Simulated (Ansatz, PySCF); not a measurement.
Complex: NH3 (SMILES N) (first 4 atoms) with C2H3N (SMILES CC#N); geometry from B3LYP-D3(BJ)/def2-TZVP.
(charge 0, multiplicity 1):
```xyz
10

N     -0.053     0.004     0.171
H      0.650     0.307    -0.494
H      0.370    -0.714     0.749
H     -0.795    -0.438    -0.360
C     -0.398     1.241     3.277
C      0.278    -0.037     3.419
N      0.811    -1.053     3.496
H     -1.343     1.231     3.820
H      0.226     2.044     3.670
H     -0.586     1.407     2.214
```

Basis-set superposition error: the interaction energy with monomers in their own basis, and in the dimer's basis (counterpoise).

Codes used: Ansatz (Gaussian basis) for Hartree–Fock, density functionals and correlated methods; PySCF for 6-31G* rows. Values without a source in brackets are computed.

| level | uncorrected (meV) | counterpoise (meV) | difference |
|---|---|---|---|
| HF/6-31G* | -166.8 | -126.6 | 40.2 |
| SVWN5/def2-TZVPPD | -276.1 | -269.4 | 6.8 |
| PBE/def2-TZVPPD | -158.3 | -152.3 | 6.0 |
| B97M-V/def2-TZVPPD | -189.5 | -185.2 | 4.4 |
| B3LYP/6-31G* | -213.8 | -150.7 | 63.0 |
| B3LYP/def2-TZVPPD | -126.0 | -120.9 | 5.1 |
| wB97X-V/def2-TZVPPD | -190.9 | -186.6 | 4.3 |
| B2PLYP/def2-TZVPPD | -153.3 | -144.2 | 9.1 |
| MP2/6-31G* | -232.1 | -154.9 | 77.2 |
| MP2/aug-cc-pVDZ | -207.4 | -163.6 | 43.7 |

The error is largest for MP2/6-31G* (77.2 meV) and smallest for wB97X-V/def2-TZVPPD (4.3 meV).

Ansatz is a quantum-chemistry and plane-wave program.
